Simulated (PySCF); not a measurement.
Excitations are Tamm–Dancoff values on a coarser integration grid. The basis has no diffuse functions, so Rydberg states are missing or too high.

Cartesian coordinates (Å):
SMILES: C=C(Cl)/C=C\[SiH3]
```xyz
13

C     -2.5466     0.5434    -0.5068
C     -1.2756     0.1732    -0.4431
Cl    -0.5884    -0.7368    -1.7565
C     -0.4108     0.4927     0.6854
C      0.8703     0.1928     0.8909
Si     2.1516    -0.7411    -0.1053
H     -2.9792     1.1092     0.3066
H     -3.1737     0.2984    -1.3502
H     -0.9387     1.0616     1.4456
H      1.2635     0.5645     1.8334
H      1.7936    -2.1573    -0.3167
H      2.4506    -0.0997    -1.4006
H      3.3833    -0.7011     0.7173
```
Charge 0, spin multiplicity 1.

Problem. Predict the LUMO, S1 excitation (TDA) and HOMO from PySCF with CAM-B3LYP-D3(BJ)/def2-TZVP.

Solution. 
- LUMO = -0.51 eV
- S1 excitation (TDA) = 5.76 eV
- HOMO = -8.37 eV
